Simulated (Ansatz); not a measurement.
Potential energy curve for BeH (cation, charge +1), singlet.

Methods: UKS-PBE = unrestricted PBE/aug-cc-pVTZ (Ansatz, a first-principles code); RCCSD(T) = Ansatz with CCSD(T) on RHF/aug-cc-pVTZ, frozen core; RMP2 = MP2 on RHF/aug-cc-pVTZ, frozen core in Ansatz.

Total energies in hartree (comparable only within one method and basis):

```csv
R / Å,UKS-PBE,RCCSD(T),RMP2
1.07,-14.87891,-14.86535,-14.85731
1.13,-14.89203,-14.87820,-14.87007
1.21,-14.90235,-14.88803,-14.87971
1.24,-14.90456,-14.89004,-14.88161
1.29,-14.90664,-14.89177,-14.88315
1.33,-14.90709,-14.89193,-14.88313
1.37,-14.90666,-14.89120,-14.88219
1.42,-14.90509,-14.88927,-14.87995
1.44,-14.90419,-14.88823,-14.87878
1.55,-14.89718,-14.88051,-14.87017
1.62,-14.89142,-14.87440,-14.86334
1.78,-14.87633,-14.85891,-14.84576
1.99,-14.85552,-14.83873,-14.82182
2.20,-14.83800,-14.82131,-14.79962
2.38,-14.82766,-14.80931,-14.78296
2.70,-14.81650,-14.79438,-14.75941
2.89,-14.81236,-14.78872,-14.74900
3.22,-14.80758,-14.78281,-14.73649
3.64,-14.80435,-14.77947,-14.72896
4.00,-14.80314,-14.77830,-14.72811
4.66,-14.80288,-14.77753,-14.73510
5.23,-14.80355,-14.77731,-14.74591
```

The unrestricted determinant behind UKS-PBE is spin-contaminated at 2.20 to 5.23 Å (<S²> up to 0.9, against 0.00 for a pure singlet). With two correlated electrons CCSD is exact in the basis where it finds the lowest root (RCCSD(T)). The restricted form behind RMP2 keeps the bonding electrons paired and can't separate into open-shell fragments. The T1 diagnostic of CCSD on the restricted reference of RMP2 exceeds 0.045 at 2.20 to 5.23 Å.
